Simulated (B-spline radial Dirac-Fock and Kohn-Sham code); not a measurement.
**Scattering functions of Sb³⁴⁺**

System: Sb³⁴⁺, [Ne] 3s2 3p5.

These are calculated numbers from an atomic code on a B-spline grid; the model is configuration-average Dirac-Fock orbitals. f₀ is the Fourier transform of the spherical electron density, S the Waller-Hartree incoherent function, and s = sin θ/λ. The electron scattering factor follows from the Mott-Bethe formula f_e = 0.023934 Å⁻¹·(Z − f₀)/s².

```tsv
s (Å⁻¹)	f₀	S	f_e (Å)
0	17.000	0.000	–
0.05	16.985	0.017	325.646
0.1	16.940	0.068	81.518
0.15	16.866	0.152	36.309
0.2	16.763	0.268	20.485
0.25	16.633	0.415	13.161
0.3	16.475	0.590	9.181
0.35	16.292	0.792	6.781
0.4	16.085	1.017	5.223
0.45	15.856	1.264	4.154
0.5	15.607	1.529	3.388
0.6	15.055	2.103	2.390
0.7	14.445	2.716	1.786
0.8	13.795	3.349	1.391
0.9	13.122	3.981	1.119
1	12.442	4.601	0.923
1.1	11.768	5.196	0.776
1.2	11.114	5.760	0.663
1.4	9.899	6.784	0.502
1.6	8.849	7.668	0.394
1.8	7.977	8.429	0.318
2	7.274	9.088	0.262
2.5	6.056	10.421	0.172
3	5.232	11.472	0.122
3.5	4.514	12.351	0.091
4	3.832	13.088	0.071
5	2.679	14.183	0.046
6	1.931	14.883	0.033
```

f₀ starts at the number of electrons, 17, and has fallen to half at s ≈ 1.68 Å⁻¹. The sum of ⟨r²⟩ over the electrons is 0.8121 bohr². For an ion f_e diverges as s goes to zero, because of the net charge.
